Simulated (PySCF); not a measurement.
Species: C2H3BF2 (charge +1 and doublet state).
Z-matrix (Å and degrees, PBE0-D3(BJ)/def2-SVP geometry), rows numbered from 1:
```
C 
C   1  1.3731
B   2  1.6200  1  122.01
F   3  1.2869  2  118.66  1   122.39
F   3  1.2934  2  115.46  1   -57.01
H   1  1.1034  2  121.61  3    36.52
H   1  1.1036  2  121.36  3  -141.21
H   2  1.1067  1  120.43  3   177.38
```

Method used: PBE0-D3(BJ)/def2-SVP geometry optimisation, gas phase (PySCF).

Take the most abundant isotopes and a rigid rotor. The values belong to one conformer with, in the numbering `[CH2+:1][CH:2][B:3]([F:4])[F:5]`, H–C1–C2–B3 37° and -141°.

Task: What are A, B and C (MHz)?

Result: Ia = 58.45, Ib = 134.19, Ic = 179.78 u·Å²; 505379 MHz·u·Å²/I gives A = 8646, B = 3766, C = 2811 MHz.

Task: What kind of rotor is it?

Result: An asymmetric top; Ray's κ = -0.673.

Task: What does the inertial defect say?

Result: Not planar: Δ = Ic − Ia − Ib = -12.86 u·Å². For a rigid frame Δ = −2 Σ m c², so Σ m c² = 6.43 u·Å² lies off the ab plane: 2.43 from hydrogen and 4.00 from heavier atoms. The atom farthest from that plane is 1.28 Å away.

Task: Give the coordinates in the principal-axis frame, origin at the centre of mass.

Result: The sense of each axis is arbitrary; atoms in the order of the calculation.
```tsv
atom	mass (u)	a (Å)	b (Å)	c (Å)
C1	12.000	-2.115	0.009	-0.293
C2	12.000	-1.036	0.445	0.436
B3	11.009	0.480	0.009	0.070
F4	18.998	1.344	0.930	-0.177
F5	18.998	0.702	-1.265	0.043
H6	1.008	-2.153	-1.009	-0.717
H7	1.008	-2.967	0.675	-0.512
H8	1.008	-1.177	1.149	1.279
```

Task: Where do the levels up to J = 4 lie, in K?

Result: Above 0(0,0), as E/k:
J = 1: 1(0,1) 0.316, 1(1,1) 0.550, 1(1,0) 0.596
J = 2: 2(0,2) 0.941, 2(1,2) 1.135, 2(1,1) 1.273, 2(2,1) 1.975, 2(2,0) 1.981
J = 3: 3(0,3) 1.864, 3(1,3) 2.010, 3(1,2) 2.284, 3(2,2) 2.922, 3(2,1) 2.952, 3(3,1) 4.211, 3(3,0) 4.212
J = 4: 4(0,4) 3.071, 4(1,4) 3.170, 4(1,3) 3.625, 4(2,3) 4.180, 4(2,2) 4.265, 4(3,2) 5.485, 4(3,1) 5.488, 4(4,1) 7.275, 4(4,0) 7.275
Those of J = 1 are B + C, A + C and A + B.

Task: Which types of transition are allowed, and where do some lines up to J = 3 fall?

Result: The dipole components (about the centre of mass, as the species is charged) are |μa| = 7.10 D, |μb| = 1.15 D, |μc| = 0.38 D. Intensities carry the squares of the components, which stand as 1.00 : 0.03 : 0.00 (a : b : c). Some lines, for components of 0.1 D or more:

```csv
type,branch,"J(Ka,Kc)",MHz,lower level (cm⁻¹)
a,Q,"3(2,1) ← 3(2,2)",621,2.031
c,Q,"3(1,3) ← 3(0,3)",3037,1.296
c,Q,"1(1,1) ← 1(0,1)",4879,0.219
a,Q,"3(1,2) ← 3(1,3)",5720,1.397
b,Q,"1(1,0) ← 1(0,1)",5835,0.219
a,R,"1(0,1) ← 0(0,0)",6577,0.000
b,Q,"2(1,1) ← 2(0,2)",6917,0.654
b,R,"2(0,2) ← 1(1,1)",8148,0.382
b,Q,"3(1,2) ← 3(0,3)",8758,1.296
a,R,"2(1,2) ← 1(1,1)",12199,0.382
c,R,"1(1,0) ← 0(0,0)",12412,0.000
a,R,"2(0,2) ← 1(0,1)",13027,0.219
b,Q,"3(2,1) ← 3(1,2)",13912,1.588
b,Q,"2(2,0) ← 2(1,1)",14765,0.885
b,Q,"2(2,1) ← 2(1,2)",17504,0.789
a,R,"3(1,3) ← 2(1,2)",18224,0.789
a,R,"3(0,3) ← 2(0,2)",19238,0.654
a,R,"3(1,2) ← 2(1,1)",21079,0.885
b,Q,"3(3,1) ← 3(2,2)",26860,2.031
c,R,"3(1,2) ← 2(0,2)",27996,0.654
b,R,"2(2,0) ← 1(1,1)",29830,0.382
b,R,"3(2,2) ← 2(1,1)",34370,0.885
c,R,"3(3,1) ← 2(2,1)",46592,1.373
```

Task: Estimate the classical rotational partition function at 10 K, 25 K and 100 K.

Result: Point group C1, symmetry number σ = 1; q = (√π/σ)·√((kT/h)³/(ABC)), k/h = 20836.6 MHz/K: 557 at 10 K, 2200 at 25 K, 17600 at 100 K.

For this open shell read J as N, the rotation without spin; fine and hyperfine splittings come on top. Not checked by PBE0-D3(BJ)/def2-SVP frequencies. ⟨S²⟩ = 0.759 (exact for a doublet: 0.75). Constants of a rigid frame at the computed geometry: no zero-point averaging, no centrifugal distortion. Quadrupole hyperfine structure (11B) is left out.
